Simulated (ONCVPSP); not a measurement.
**Which setting gave this result? (Al, ONCV)**

Base potential:

ONCVPSP 4.0.1 input, shortened (lines: element, Z, core and valence counts, functional; n l f; lmax; l rc ep ncon nbas qcut; lloc lpopt rc5 dvloc0; l nproj debl; icmod fcfact rcfact), PBEsol, scalar-relativistic:

```
  Al 13.00    3    2  -116133      upf
    1    0    2.00
    2    0    2.00
    2    1    6.00
    3    0    2.00
    3    1    1.00
    2
    0    1.45    0.00    3    7    4.80
    1    2.70    0.00    4    8    3.00
    2    2.45    0.31    4    9    4.50
    4    5    1.40    0.00
    0    2    3.40
    1    1    3.50
    2    2    2.70
    3    4.50    1.35
```

Cutoffs, loose and tight: the cutoffs (Ha) at which the residual kinetic energy of the hardest occupied pseudo-wave falls to 1 and 0.1 mHa per electron. They do not see the model core or the augmentation charge, which bear on the density cutoff. Test errors are all-electron minus pseudo excitation energies from the reference, over the configurations 3s2 3p0; 3s1 3p0; 3s2 3p0.5; 3s1 3p2; variants that change the core or the reference have their own tests.

Only the rcfact is moved:

```
rcfact  cutoff, loose  cutoff, tight  bound ghosts  largest test error (meV)  median size of the test errors
     1         7.1 Ha          43 Ha             s                      -7.1                         1.8 meV
   1.1         7.1 Ha          43 Ha             s                       -12                         1.9 meV
  1.24         7.1 Ha          43 Ha             s                       -17                         2.1 meV
   1.4         7.1 Ha          43 Ha             s                       -31                         3.0 meV
  1.66         7.1 Ha          43 Ha             s                      -106                         5.3 meV
  1.74         7.1 Ha          43 Ha             s                      -147                         7.0 meV
  1.94         7.1 Ha          43 Ha             s                      -286                        18.5 meV
  2.04         7.1 Ha          43 Ha             s                      -367                        27.6 meV
```

Question: One more run gave cutoff, loose: 7.1 Ha; cutoff, tight: 43 Ha; bound ghosts: s; largest test error (meV): -45; median size of the test errors: 4.2 meV. Which value of the rcfact was used?

Answer: 1.48. The median size of the test errors moves one way along this sweep, from 1.8 meV at 1 to 27.6 meV at 2.04, which places the run between 1.4 and 1.66.
